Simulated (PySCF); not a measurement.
ClH₆N₃Sn, SMILES [NH2][Sn]([NH2])([NH2])[Cl]. The structure is a stationary point at PBE-D3(BJ)/def2-SVP. The def2 effective core potentials stand for the cores of Sn; spin–orbit coupling is left out. Other conformers were not sampled.

Give the equilibrium geometry at PBE-D3(BJ)/def2-SVP (PySCF confirms it by a frequency run) as a Z-matrix, and its point group. (Estimate from the structure and the level; the computed values follow.)

Several could match; the one computed here: point group C3.
```
Sn
N 1 2.0550
H 2 1.0299 1 110.20
H 2 1.0306 3 106.51 1 117.68
N 1 2.0550 2 108.44 3 136.23
H 5 1.0299 1 110.20 2 -106.23
H 5 1.0306 6 106.51 1 117.68
N 1 2.0550 2 108.44 3 -106.23
H 8 1.0299 1 110.20 2 136.23
H 8 1.0306 9 106.51 1 117.68
Cl 1 2.4075 2 110.49 3 15.00
```
Charge 0, spin multiplicity 1.
